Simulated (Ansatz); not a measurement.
H$_{3}$Cl$_{2}$GaN, doublet, geometry from GFN2-xTB (such geometries of metal compounds can be far from the true shape) (the spin is typed, not shown lowest); SVWN5/STO-3G in Ansatz (a first-principles code).

Input for Ansatz:
Ansatz 0.2 input:
```yaml
crystal:
  periodic: [false, false, false]
  atoms:
    - {symbol: Ga, position_ang: [0.40133393, 0.08252162, 0.44820590]}
    - {symbol: Cl, position_ang: [0.96639567, 0.92336376, -1.49031997]}
    - {symbol: Cl, position_ang: [-1.70338856, 0.24302240, 1.02115994]}
    - {symbol: N, position_ang: [0.03683895, -2.14923634, -0.53827782]}
    - {symbol: H, position_ang: [-0.62603601, -1.94214011, -1.28191761]}
    - {symbol: H, position_ang: [-0.39833007, -2.81816310, 0.09067194]}
    - {symbol: H, position_ang: [0.85402049, -2.58177721, -0.95947187]}
basis:
  gaussian:
    orbitals: STO-3G
    point_charges:
      - {charge: -1.0, position_ang: [4.2190, -4.4740, -1.7978]}
hamiltonian:
  xc: {name: SVWN5}
magnetization: {spin_polarized: true, initial_magnetization: 1}
```

**Question.** Write the output that Ansatz gives for this input, abridged.

**Answer.** 
```
Functional definition: SVWN5
481 factors; integrals over basis functions are off by at most 3.2e-5 eV
mean field evaluation 1: about -76738.9665 eV, gradient 1.0e2 eV
mean field evaluation 2: about -77465.0905 eV, gradient 5.3e1 eV
mean field evaluation 4: about -77681.2973 eV, gradient 8.3e1 eV
mean field evaluation 8: about -76599.7883 eV, gradient 3.2e2 eV
mean field evaluation 16: about -77874.0966 eV, gradient 1.6e-1 eV
mean field evaluation 32: about -77848.4558 eV, gradient 3.0e1 eV
mean field evaluation 64: about -77873.0303 eV, gradient 2.2e0 eV
mean field -77874.07559208 eV, -2861.8194930646 hartree, gradient 8.0e-6 eV, S^2 0.752270; 10 other end points of the search recorded, 0 dependent functions left out
reference -77874.07561469 eV, -2861.8194938955 hartree; 38, 37 occupied and 6, 7 virtual orbitals, 481 factors
Total energy: -77874.07561469 eV, -2861.8194938955 hartree
```
